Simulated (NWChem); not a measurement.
System: CdBrF; SMILES [F][Cd][Br]

NWChem printed, in part:

```
             Northwest Computational Chemistry Package (NWChem) 7.3.0
             --------------------------------------------------------

 ORDER OF PRIMARY AXIS IS BEING SET TO 4
 C4V symmetry detected

                             Geometry "geometry" -> ""
                             -------------------------

 Output coordinates in angstroms (scale by  1.889725989 to convert to a.u.)

  No.       Tag          Charge          X              Y              Z
 ---- ---------------- ---------- -------------- -------------- --------------
    1 Cd                  48.0000     0.00000000     0.00000000    -0.72115061
    2 F                    9.0000     0.00000000     0.00000000    -2.64913969
    3 Br                  35.0000     0.00000000     0.00000000     1.67021390

 Effective nuclear repulsion energy (a.u.)     528.9248409013

      Symmetry information
      --------------------

 Group name             C4v
 Group number             18
 Group order               8
 No. of unique centers     3

                                 NWChem DFT Module
                                 -----------------

 Summary of "ao basis" -> "ao basis" (spherical)
 ------------------------------------------------------------------------------
       Tag                 Description            Shells   Functions and Types
 ---------------- ------------------------------  ------  ---------------------
 Cd                         def2-svp                11       31   5s3p2d1f
 F                          def2-svp                 6       14   3s2p1d
 Br                         def2-svp                12       32   5s4p3d

      Symmetry analysis of basis
      --------------------------

        a1         29
        a2          0
        b1          7
        b2          7
        e          34

            General Information
            -------------------
          SCF calculation type: DFT
          Wavefunction type:  closed shell.
          No. of atoms     :     3
          No. of electrons :    64
           Alpha electrons :    32
            Beta electrons :    32
          Charge           :     0
          Spin multiplicity:     1
          Use of symmetry is: on ; symmetry adaption is: on
          Maximum number of iterations: 150
          AO basis - number of functions:    77
                     number of shells:    29
          Convergence on energy requested:  1.00D-06
          Convergence on density requested:  1.00D-05
          Convergence on gradient requested:  5.00D-04

              XC Information
              --------------
                         SCAN Method XC Functional
                  SCAN metaGGA Exchange Functional  1.000
                        SCAN Correlation Potential  1.000

             Grid Information
             ----------------
          Grid used for XC integration:  medium
          Radial quadrature: Mura-Knowles
          Angular quadrature: Lebedev.
          Tag              B.-S. Rad. Rad. Pts. Rad. Cut. Ang. Pts.
          ---              ---------- --------- --------- ---------
          Cd                  1.55      123           8.0       590
          F                   0.50       49          11.0       434
          Br                  1.15      112          10.0       590
          Grid pruning is: on
          Number of quadrature shells:   284
          Spatial weights used:  Erf1

      Superposition of Atomic Density Guess
      -------------------------------------

 Sum of atomic energies:       -2863.35200591

      Non-variational initial energy
      ------------------------------

 Total energy =   -2838.303845
 1-e energy   =   -4503.280694
 2-e energy   =    1422.079722
 HOMO         =      -0.397123
 LUMO         =      -0.091284

      Symmetry analysis of molecular orbitals - initial
      -------------------------------------------------

 !! scf_movecs_sym_adapt:   14 vectors were symmetry contaminated

  Symmetry fudging

 !! scf_movecs_sym_adapt:   10 vectors were symmetry contaminated

  Numbering of irreducible representations:

     1 a1          2 a2          3 b1          4 b2          5 e

  Orbital symmetries:

     1 a1          2 a1          3 a1          4 e           5 e
     6 a1          7 a1          8 a1          9 e          10 e
    11 a1         12 a1         13 e          14 e          15 b1
    16 b2         17 a1         18 e          19 e          20 a1
    21 a1         22 a1         23 e          24 e          25 b2
    26 b1         27 e          28 e          29 a1         30 a1
    31 e          32 e          33 a1         34 e          35 e
    36 a1         37 a1         38 e          39 e          40 a1
    41 a1         42 e

     ---------------------------------------------
      Total Density - Mulliken Population Analysis
     ---------------------------------------------

    Atom       Charge   Shell Charges
 -----------   ------   -------------------------------------------------------
    1 Cd  20    18.74  -0.37  1.61  0.75  0.43  0.16  5.95  0.15  0.06  9.13  0.85  0.00
    2 F    9     9.80   1.99  1.16  0.82  3.59  2.25  0.00
    3 Br  35    35.47   2.00  2.00  2.00  1.37  0.58  6.00  5.99  2.37  3.15  8.23  1.73  0.05

   convergence    iter        energy       DeltaE   RMS-Dens  Diis-err
 ---------------- ----- ----------------- --------- --------- ---------
 d= 0,ls=0.0,diis     1  -2841.5173515268 -3.08D+03  3.76D-02  7.83D-01
 d= 0,ls=0.0,diis     2  -2840.2811181071  1.24D+00  2.63D-02  1.35D+01
 d= 0,ls=0.0,diis     3  -2841.6025143663 -1.32D+00  7.17D-03  1.11D-01
 d= 0,ls=0.0,diis     4  -2841.6080037919 -5.49D-03  3.10D-03  7.50D-02
 d= 0,ls=0.0,diis     5  -2841.6180002932 -1.00D-02  3.37D-04  6.64D-04
  Resetting Diis
 d= 0,ls=0.0,diis     6  -2841.6180712487 -7.10D-05  1.04D-04  9.91D-05
 d= 0,ls=0.0,diis     7  -2841.6180808257 -9.58D-06  7.27D-05  7.74D-06
 d= 0,ls=0.0,diis     8  -2841.6180784385  2.39D-06  5.06D-05  2.98D-05
 d= 0,ls=0.0,diis     9  -2841.6180815827 -3.14D-06  9.61D-06  1.06D-06
 d= 0,ls=0.0,diis    10  -2841.6180816620 -7.93D-08  2.51D-06  5.66D-08

         Total DFT energy =    -2841.618081662020
      One electron energy =    -4503.916171641597
           Coulomb energy =     1536.953039471279
    Exchange-Corr. energy =     -117.552075628056
 Nuclear repulsion energy =      242.897126136354

 Numeric. integr. density =       64.000004908667

                  Occupations of the irreducible representations
                  ----------------------------------------------

                     irrep           alpha         beta
                     --------     --------     --------
                     a1               14.0         14.0
                     a2                0.0          0.0
                     b1                2.0          2.0
                     b2                2.0          2.0
                     e                14.0         14.0

                       DFT Final Molecular Orbital Analysis
                       ------------------------------------

 Vector   30  Occ=2.000000D+00  E=-3.093970D-01  Symmetry=e
              MO Center= -5.0D-16, -2.6D-15, -2.3D+00, r^2= 1.8D+00
   Bfn.  Coefficient  Atom+Function         Bfn.  Coefficient  Atom+Function
  ----- ------------  ---------------      ----- ------------  ---------------
    36      0.622938  2 F  py                39     -0.444214  2 F  py
    16     -0.142988  1 Cd d -1              61     -0.136267  3 Br py
    58     -0.129572  3 Br py                13     -0.092466  1 Cd py
    10     -0.090019  1 Cd py                55      0.085930  3 Br py
     7      0.070200  1 Cd py                52     -0.027944  3 Br py

 Vector   31  Occ=2.000000D+00  E=-2.764024D-01  Symmetry=e
              MO Center= -1.2D-16, -2.4D-16,  1.3D+00, r^2= 2.6D+00
   Bfn.  Coefficient  Atom+Function         Bfn.  Coefficient  Atom+Function
  ----- ------------  ---------------      ----- ------------  ---------------
    61      0.534220  3 Br py                58      0.476192  3 Br py
    55     -0.315583  3 Br py                60     -0.210343  3 Br px
    57     -0.187495  3 Br px                16     -0.164003  1 Cd d -1
    36      0.163906  2 F  py                54      0.124257  3 Br px
    39     -0.116867  2 F  py                52      0.102562  3 Br py

 Vector   32  Occ=2.000000D+00  E=-2.764024D-01  Symmetry=e
              MO Center=  1.7D-15,  6.7D-16,  1.3D+00, r^2= 2.6D+00
   Bfn.  Coefficient  Atom+Function         Bfn.  Coefficient  Atom+Function
  ----- ------------  ---------------      ----- ------------  ---------------
    60      0.534220  3 Br px                57      0.476192  3 Br px
    54     -0.315583  3 Br px                61      0.210343  3 Br py
    58      0.187495  3 Br py                18      0.164003  1 Cd d  1
    35      0.163906  2 F  px                55     -0.124257  3 Br py
    38     -0.116867  2 F  px                51      0.102562  3 Br px

[...]

                         DFT ENERGY GRADIENTS

    atom               coordinates                        gradient
                 x          y          z           x          y          z
   1 Cd      0.000000   0.000000  -1.362777    0.000000   0.000000  -0.000402
   2 F       0.000000   0.000000  -5.006148    0.000000   0.000000  -0.001630
   3 Br      0.000000   0.000000   3.156247    0.000000   0.000000   0.002031
```

Level: SCAN/def2-SVP with def2 effective core potentials on Cd. Structure relaxed at the PBE0/def2-SVP level. def2 effective core potentials on Cd; no spin-orbit coupling.

Q: Which NWChem input produces such a log?

A: This is not unique; one that fits is the input that was run:
```
start job
memory heap 200 mb stack 900 mb global 1100 mb
geometry units angstroms noautoz
  Cd     0.439710    -0.459445     0.000000
  F      1.120501    -2.263237     0.000000
  Br    -0.405068     1.777735     0.000000
end
basis spherical
  * library def2-svp
end
ecp
  Cd library def2-ecp
end
dft
  xc scan
  iterations 150
  mulliken
end
task dft gradient
```
